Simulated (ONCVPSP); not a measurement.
## Before and after: ONCV potential for zinc (Zn)

| Item | Value |
| --- | --- |
| Element | zinc |
| Generator | ONCVPSP 4.0.1 |
| Type | optimised norm-conserving Vanderbilt (ONCV) |
| Functional | LDA (Perdew-Zunger) |
| Relativity | scalar-relativistic |
| Frozen core | [Ne] |
| Valence charge | 20 |
| Reference configuration | 3s2 3p6 3d10 4s2 |
| Partial waves | 3s+4s: rc 0.95 bohr, ncon 5, nbas 8, qcut 13.8 1/bohr, 3 projectors, debl 0.7 Ha; 3p: rc 0.75 bohr, ncon 5, nbas 9, qcut 13 1/bohr, 1 projector; 3d: rc 0.95 bohr, ncon 4, nbas 9, qcut 16.2 1/bohr, 2 projectors, debl 3.5 Ha |
| Local potential | polynomial inside 0.50 bohr (lpopt 5, dvloc0 1 Ha) |
| Core correction | Teter function fitted to the true core (icmod 2), fcfact 0.25 |

All-electron outer shells of the reference configuration (LDA (Perdew-Zunger), scalar-relativistic, ld1.x):

| shell | level (eV) | outermost node (bohr) | outermost maximum (bohr) |
| --- | --- | --- | --- |
| 2p | -1003.46 | – | 0.15 |
| 3s | -128.62 | 0.28 | 0.59 |
| 3p | -83.26 | 0.25 | 0.59 |
| 3d | -10.42 | – | 0.56 |
| 4s | -6.23 | 0.85 | 2.09 |

Change: p: qcut 14.2.

Cutoffs: the cutoffs (Ha) at which the residual kinetic energy of the hardest occupied pseudo-wave falls to 1 and 0.1 mHa per electron; they do not see the model core or the augmentation charge, which bear on the density cutoff. Errors are all-electron minus pseudo energies relative to the spin-unpolarised reference configuration.

Question: Predict the effect on cutoff, ghosts and configuration errors.

Answer: The potential gets softer (105 Ha and 388 Ha → 105 Ha and 249 Ha); the errors of the 4 common tests hardly move; neither file shows a bound ghost.

| quantity | base | changed |
| --- | --- | --- |
| cutoff, loose | 105 Ha | 105 Ha |
| cutoff, tight | 388 Ha | 249 Ha |
| loose cutoff by channel | s 77 Ha, p 84 Ha, d 105 Ha | s 77 Ha, p 88 Ha, d 105 Ha |
| bound ghosts | none | none |
| GHOST(+) flags under 300 eV | none | none |
| error for 3s2 3p6 3d10 4s1, meV [ΔE 10.19 eV] | -0.4 | -0.4 |
| error for 3s2 3p6 3d10 4s0, meV [ΔE 28.96 eV] | +1.0 | +1.0 |
| error for 3s2 3p6 3d9 4s0, meV [ΔE 69.85 eV] | -6.1 | -6.1 |
| error for 3s2 3p6 3d10 4s1.5, meV [ΔE 4.08 eV] | -0.1 | -0.1 |
| s: phases at 0.96 bohr within 0.05 rad from the reference energy up to (Ha; the scan ends near 5) | to the end of the scan | to the end of the scan |
| p: phases at 0.76 bohr within 0.05 rad from the reference energy up to (Ha; the scan ends near 5) | to the end of the scan | to the end of the scan |
| d: phases at 0.96 bohr within 0.05 rad from the reference energy up to (Ha; the scan ends near 5) | to the end of the scan | to the end of the scan |
| rms error of d²Exc/dni dnj with the model core, mHa | 1.18 | 1.19 |
